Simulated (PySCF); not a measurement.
These are PBE-D3(BJ)/def2-TZVP // B3LYP-D3(BJ)/def2-TZVP (PySCF) values and carry that method's errors. Gas-phase values, no solvent. 

Reference species (SMILES): `[CH]=[SiH2]` (neutral, multiplicity 2).

```
Property        Value
-------------  ------
dipole moment  0.65 D
```

Changed species: `[SiH]=C` (H atom removed from Si2; the reference has H atom removed from C1).

Question: Give the shifts of the dipole moment.

Answer: the dipole moment drops by 0.14 D, to 0.51 D.
